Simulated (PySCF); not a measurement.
C7H8FN.
Structure used (GFN2-xTB), in Å, numbered top down from 1:
```xyz
17
C7H8FN angstrom
N     -1.2625    2.8952    1.4498
C     -1.3603    1.8512    0.9909
C     -1.4231    0.5467    0.4250
F     -2.4729    0.3692   -0.4400
C     -1.0042   -0.6520    1.2466
C     -0.1437   -0.1948    0.1165
C      0.1491   -0.9252   -1.1819
C      1.5758   -0.3455   -1.1501
C      1.2632    0.3748    0.1756
H     -0.6829   -0.4694    2.2618
H     -1.5947   -1.5466    1.1118
H     -0.4608   -0.6043   -2.0247
H      0.0930   -2.0095   -1.1017
H      1.8006    0.3256   -1.9748
H      2.3596   -1.0948   -1.0790
H      1.3149    1.4617    0.1334
H      1.8418    0.0297    1.0310
```

Jobs on this species (17 atoms, 66 electrons) with PySCF (density fitting). Hardware of each: one thread, Arm Neoverse N1 (aarch64) (shared host). Other jobs ran on the host; a repeat could differ by tens of per cent or more. Peak memory is the resident size of the whole Python process, interpreter and libraries included.

| level and settings | work | basis functions | SCF cycles | wall time | peak memory |
| --- | --- | --- | --- | --- | --- |
| OLYP/def2-SVPD, grid level 1, fitting basis def2-universal-jkfit | spin–spin couplings from 9 perturbed nuclei, spin–dipole term for 1 of them | 247 | ? | ? | ? |
| LC-wPBE/pcSseg-1 | shieldings, ring-centre shieldings | 193 | ? | ? | ? |
| PBE0/def2-SVPD | 6 singlets by full TDDFT, 2 Tamm–Dancoff triplets, polarisability | 247 | ? | ? | ? |
| WP04/def2-SVPD | 3 singlets by full TDDFT, 5 Tamm–Dancoff triplets, polarisability | 247 | 15 | 76 s | 1.0 GiB |
| PBE0/pcSseg-1 | shieldings, ring-centre shieldings, charges and field gradients | 193 | 14 | 49 s | 0.86 GiB |
| PBE0/def2-SVPD | 12 singlets by TDA, 5 Tamm–Dancoff triplets, polarisability | 247 | 14 | 80 s | 1.1 GiB |
| PBE0/pcSseg-1, IEF-PCM chloroform, level shift 0.1 Eh | shieldings, ring-centre shieldings, charges and field gradients | 193 | 11 | 56 s | 1.0 GiB |
| PBE0/ANO-RCC-VDZP, grid level 4 | spin–spin couplings from 9 perturbed nuclei, spin–dipole term for 1 of them | 166 | 14 | 1.7 min | 0.90 GiB |
| PBE0/def2-SVP | spin–spin couplings from 9 perturbed nuclei, spin–dipole term for 1 of them | 166 | 14 | 48 s | 0.84 GiB |

**Question.** Fill in the missing figures.

**Answer.** 
- OLYP/def2-SVPD, grid level 1, fitting basis def2-universal-jkfit; spin–spin couplings from 9 perturbed nuclei, spin–dipole term for 1 of them: 65 s, 0.78 GiB, 12 SCF cycles
- LC-wPBE/pcSseg-1; shieldings, ring-centre shieldings: 74 s, 0.90 GiB, 13 SCF cycles
- PBE0/def2-SVPD; 6 singlets by full TDDFT, 2 Tamm–Dancoff triplets, polarisability: 85 s, 1.0 GiB, 14 SCF cycles

**Question.** What do all jobs in the table cost together?

**Answer.** About 11 min; the longest takes about 16 % of that, and about 2.1 times as long as the shortest.
